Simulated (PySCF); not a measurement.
Se(Cl)(OMe) (CH₃ClOSe), SMILES CO[Se]Cl. Geometry: PBE0-D3(BJ)/def2-SVP. One conformer was computed; it need not be the lowest.

Computed equilibrium geometry at PBE0-D3(BJ)/def2-SVP (PySCF confirms it by a frequency run) as bond lengths and angles (one conformer of several):
Atoms: Se1 Cl2 O3 C4 H5 H6 H7. Bond lengths (Å): Se1–Cl2 2.195, Se1–O3 1.775, O3–C4 1.415, C4–H5 1.103, C4–H6 1.100, C4–H7 1.103. Angles (°): Cl2–Se1–O3 101.1, Se1–O3–C4 116.6, O3–C4–H5 110.9, O3–C4–H6 106.3, O3–C4–H7 112.0, H5–C4–H6 109.0, H5–C4–H7 109.1, H6–C4–H7 109.5.
